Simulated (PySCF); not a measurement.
A GIAO shielding run with PySCF (density fitting, non-relativistic, gas phase) on `ClC[Si@H]1OCCOCO1`, C$_{4}$H$_{9}$ClO$_{3}$Si:

```
$ OMP_NUM_THREADS=1 python probes_run.py task.json out

{"job": {"kind": "nmr", "xc": "PBE0", "basis": "pcSseg-1"}, "charge": 0, "multiplicity": 1}
Cl    -3.893801     0.902667    -0.846354
C     -2.748620    -0.236878    -0.120610
Si    -0.992369     0.457281    -0.270296
O     -0.413464     0.349173     1.245674
C      0.927962     0.510954     1.606955
C      1.860927    -0.256344     0.669053
O      1.808150     0.276691    -0.643853
C      1.108810    -0.480453    -1.571499
O     -0.250272    -0.567712    -1.305418
H     -2.878213    -1.177081    -0.648582
H     -3.054033    -0.360345     0.913840
H     -0.946100     1.830618    -0.763196
H      1.187993     1.573824     1.572610
H      1.040783     0.139206     2.629057
H      1.578640    -1.313599     0.662422
H      2.893283    -0.155121     1.018573
H      1.264265     0.024427    -2.532276
H      1.497299    -1.510990    -1.627758
```

Hardware: 1 thread of an Intel Xeon 6975P-C, shared host. The job also computes population analyses, field gradients, ring-centre shieldings.

**Question.** How large is the calculation?

**Answer.** 88 electrons, 212 basis functions and 1147 auxiliary functions.

**Question.** How long does it take, and how much memory does it need?

**Answer.** 31 s of wall time, with 14 SCF cycles and 4 response iterations; peak memory 0.94 GiB. Times on a shared host scatter by some tens of per cent.
